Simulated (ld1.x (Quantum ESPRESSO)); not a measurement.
# Before and after: RRKJ potential for Rh

| Quantity | Value |
| --- | --- |
| Element | rhodium |
| Generator | ld1.x (Quantum ESPRESSO) 7.5 |
| Type | norm-conserving RRKJ (Kleinman–Bylander form) |
| Functional | LDA (PZ) |
| Relativity | scalar-relativistic |
| Frozen core | [Ar] 3d10 |
| Valence charge | 17 |
| Reference configuration | 4s2 4p6 4d7 5s0 5p0 (charge +2) |
| Partial waves | 4s (bound): rc 1.05 bohr; 4p (bound): rc 0.95 bohr; 4d (bound): rc 1.30 bohr |
| Local potential | all-electron potential smoothed inside 1.15 bohr (lloc = -2) |
| Core correction | none |
| rho0 | 0.005 |

Change: local potential all-electron potential smoothed inside 0.54 bohr (lloc = -2).

Cutoffs: the cutoffs (Ry, on a coarse ladder) from which the occupation-weighted sum of valence levels, in a spherical-Bessel basis at the reference potential, stays within 10 and 1 mRy of its value at 400 Ry; they do not see the model core or the augmentation charge, which bear on the density cutoff. Errors are all-electron minus pseudo energies relative to the spin-unpolarised reference configuration.

How do hardness, ghosts and transferability respond?

The potential gets neither clearly harder nor softer (160 Ry and 260 Ry → 160 Ry and 230 Ry); a bound ghost appears in s, which as a rule spoils a file; the number of tests that count goes from 9 to 5; of the 5 tests that both files solve, the error grows in 4 and shrinks in 0 by more than 15 % and 0.3 meV (median size 8.6 → 25.3 meV); the range in which the p phases agree narrows (upper end at the end of the scan → 1.0). In the separable form a ghost depends on how the local part lies against the semilocal potential of the channel, so the choice of the local part can create or remove one. That the errors move this way runs against the usual rule that smaller radii transfer better.

```tsv
quantity	base	changed
cutoff, loose	160 Ry	160 Ry
cutoff, tight	260 Ry	230 Ry
bound ghosts	none	s
tests counted (converged, no solver errors)	9 of 9	5 of 9
error for 4s2 4p6 4d8 5s0 5p0, meV [ΔE -19.77 eV]	+2.2	+3.1
error for 4s2 4p6 4d6 5s0 5p0, meV [ΔE 32.74 eV]	+0.9	+3.0
error for 4s2 4p6 4d8 5s0 5p1, meV [ΔE -23.82 eV]	+8.6	+55
error for 4s2 4p6 4d5 5s0 5p0, meV [ΔE 79.89 eV]	+14	+25
error for 4s2 4p6 4d7 5s0 5p0 (spin-polarised), meV [ΔE -1.41 eV]	+101	+101
s: phases at 1.40 bohr within 0.05 rad from the reference energy up to (Ry; the scan ends near 5)	to the end of the scan	4.5
p: phases at 1.40 bohr within 0.05 rad from the reference energy up to (Ry; the scan ends near 5)	to the end of the scan	1.0
d: phases at 1.40 bohr within 0.05 rad from the reference energy up to (Ry; the scan ends near 5)	to the end of the scan	to the end of the scan
```

Changed file: Tests not counted: 4s2 4p6 4d8 5s1 5p0 (solver errors, printed error -3.2 eV); 4s2 4p5 4d8 5s1 5p0 (solver errors, printed error -3.8 eV); 4s2 4p6 4d7 5s2 5p0 (solver errors, printed error -2370 eV); 4s2 4p6 4d8 5s1 5p0 (spin-polarised) (solver errors, printed error -3.1 eV). A true bound ghost makes a file unfit for plane-wave use even where its test errors are small: the radial tests pick states by their node count and pass the ghost by. Where a test does run into it, the solver fails or the error is huge.
